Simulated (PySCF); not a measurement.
## SMILES FC(F)[C@@H]1OC[C@@H]1F, C₄H₅F₃O

Cartesian coordinates in Å; atom numbers follow the order of the lines, from 1:
```xyz
13

F     2.104    0.466    1.612
C     1.428   -0.293    0.725
F     2.348   -0.798   -0.127
C     0.424    0.563   -0.051
O    -0.664    1.004    0.755
C    -1.619    0.228    0.022
C    -0.534   -0.231   -0.955
F    -0.330   -1.580   -0.982
H     0.955   -1.125    1.268
H     0.956    1.396   -0.524
H    -2.041   -0.581    0.625
H    -2.415    0.847   -0.395
H    -0.616    0.106   -1.990
```

Computed with TDDFT BHandHLYP/def2-SVPD circular dichroism and optical rotation, one conformer, gas phase (PySCF 2.14.0). Geometry: GFN2-xTB.

The molecule is flexible and this is one conformer; a measurement averages over conformers. States above about 9.8 eV (minus the energy of the highest occupied orbital) lie near or above the ionisation threshold and depend on the basis.

Task: Draw the ECD and absorption spectra from the lowest 16 states, each a Gaussian of half-width 0.2 eV at 1/e height.

Result: 
```
E (eV)  λ (nm)  Δε (L mol⁻¹ cm⁻¹)  ε (L mol⁻¹ cm⁻¹)
  7.35     169               0.00            0.0563
  7.45     166              +0.03             0.534
  7.55     164              +0.16              3.07
  7.65     162              +0.56              10.7
  7.75     160              +1.19              22.7
  7.85     158              +1.52              29.5
  7.95     156              +1.17              27.3
  8.05     154              +0.40              46.4
  8.15     152              -0.61               169
  8.25     150              -2.15               471
  8.35     148              -3.74               808
  8.45     147              -3.92               841
  8.55     145              -2.70               534
  8.65     143              -2.31               225
  8.75     142              -4.95               132
  8.85     140              -9.70               252
  8.95     138             -10.66               627
  9.05     137              -2.44              1410
  9.15     135             +10.85              2380
  9.25     134             +18.21              2720
  9.35     133             +15.48              2270
  9.45     131             +10.61              2270
  9.55     130             +11.22              3720
  9.65     128             +14.85              5640
  9.75     127             +13.13              6200
  9.85     126              -1.15              5370
  9.95     125             -25.24              4630
 10.05     123             -39.46              4440
 10.15     122             -25.51              4540
 10.25     121             +12.38              5650
 10.35     120             +57.39              7750
 10.45     119             +89.10              8740
```
Δε uses R in velocity form, ε uses f in length form. Only the states computed contribute, so the short-wavelength end is incomplete.
